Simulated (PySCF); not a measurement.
Mg(Cl)(OMe) (CH3ClMgO), SMILES [Cl][Mg][O]C.

The structure is a stationary point at B3LYP-D3(BJ)/def2-SVP. The values are those of a single conformer.

Computed with C-PCM-ωB97X/def2-SVP (PySCF 2.14.0).

The values are the electrostatic part of the solvation free energy, E(continuum) − E(gas) at the gas-phase geometry, in a cavity of scaled van der Waals radii (PySCF's table); cavitation and dispersion terms are not included. A continuum can't describe solvent molecules that bind to the metal. In vacuum the orbital gap is 10.23 eV. The dipole moment in vacuum is 1.80 D.

Computed values in water (ε = 78.36), N,N-dimethylformamide (ε = 37.22), cyclohexanone (ε = 15.62):
| solvent | ε | ΔG(elec) (kcal/mol) | dipole (D) | gap (eV) |
|---|---|---|---|---|
| water | 78.36 | -13.1 | 2.19 | 10.76 |
| N,N-dimethylformamide | 37.22 | -12.9 | 2.18 | 10.76 |
| cyclohexanone | 15.62 | -12.3 | 2.17 | 10.74 |
